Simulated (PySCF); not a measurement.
NMR data simulated for an unnamed compound:

$^{1}$H NMR (400 MHz, computed): δ 5.55 (m, 1H), 3.49 (m, 3H), 2.58 (s, 6H), 0.94 (m, 2H).

$^{13}$C{$^{1}$H} NMR (computed): δ 42.5 (CH3).

Fast rotation and ring inversion assumed for equivalent nuclei, in vacuum, non-relativistic, a single conformation. GIAO PBE0/pcSseg-1 shieldings; geometry from GFN2-xTB; PySCF 2.14.

δ = σ(ref) − σ, references computed at the same level: $^{1}$H and $^{13}$C vs TMS.

Which of these does the molecule contain: an N-methyl group, a ketone, a Si–H bond, a nitrile, a methoxy group?

Results:


- An N-methyl group: yes (δC 42.5; δH 2.58 (s)).
- A ketone: no.
- A Si–H bond: yes (δH 5.55 (m)).
- A nitrile: no.
- A methoxy group: no.

The data belong to `CN(C)[Si@@H]([SiH3])P`, C2H12NPSi2; they needn't prove each group on their own.

Carbon signals by region: 1 below 50 ppm.

Splittings by $^{31}$P in the carbon and heteronuclear signals aren't shown, as no couplings were computed. Shifts are as computed. Against solution values, carbons near 30 ppm lie about +3 ppm off and those near 130 ppm about +5 ppm. Of 1211 compounds with measured shifts, 218 miss one by over three times the rms of a fit or turn the order of signals round; such compounds aren't used in these exercises. No couplings were computed; multiplicities are counted from neighbouring protons, with m where these are inequivalent, close in shift, in a saturated or five-membered ring or joined by F or P, and br s for small geminal =CH2 splittings.
